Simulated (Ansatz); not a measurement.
This geometry of BFH5NO (9 atoms, charge 0, multiplicity 1) is a first-order saddle point.

Computed with RKS PBE0/def2-SVP (Ansatz).

```xyz
9
Properties=species:S:1:pos:R:3
B 0.169 0.368 0.203
O -0.267 -0.218 1.632
H -1.138 -0.630 1.551
H 1.270 -0.039 -0.108
F -0.859 0.115 -0.674
N 0.088 1.824 0.761
H 0.968 2.320 0.877
H -0.578 2.420 0.273
H -0.326 0.942 1.722
```

Which two structures does it join? (They come from a converged band through this point; their orientation in space is the band's.)

Bonds broken: B1–O2, N6–H9. Bonds formed: O2–H9. BFH5NO becomes BFH3N + H2O.

Initial state:

```xyz
9
Properties=species:S:1:pos:R:3
B 0.069 0.146 0.377
O -0.480 -0.527 1.488
H -1.392 -0.769 1.302
H 1.246 -0.111 0.135
F -0.764 0.202 -0.735
N 0.150 1.787 0.839
H 0.580 2.358 0.111
H -0.786 2.149 1.031
H 0.705 1.868 1.691
```

Final state:

```xyz
9
Properties=species:S:1:pos:R:3
B 0.229 0.655 -0.218
O -0.355 -0.442 2.303
H -1.098 -0.681 1.735
H 1.273 0.082 -0.398
F -0.922 0.063 -0.569
N 0.176 1.952 0.306
H 1.009 2.476 0.534
H -0.685 2.484 0.354
H -0.301 0.514 2.189
```

How far does it lie above each of them?

1.00 eV above the first and 0.35 eV above the second. This is the barrier of this one path; another mechanism may lie lower. The orbitals stay closed-shell, which can raise the energy where a bond breaks towards radicals; this wasn't checked here.

Time of the run: 2.9 min on 1 thread of Intel(R) Xeon(R) 6975P-C (Granite Rapids) (shared host), peak memory 0.17 GiB.
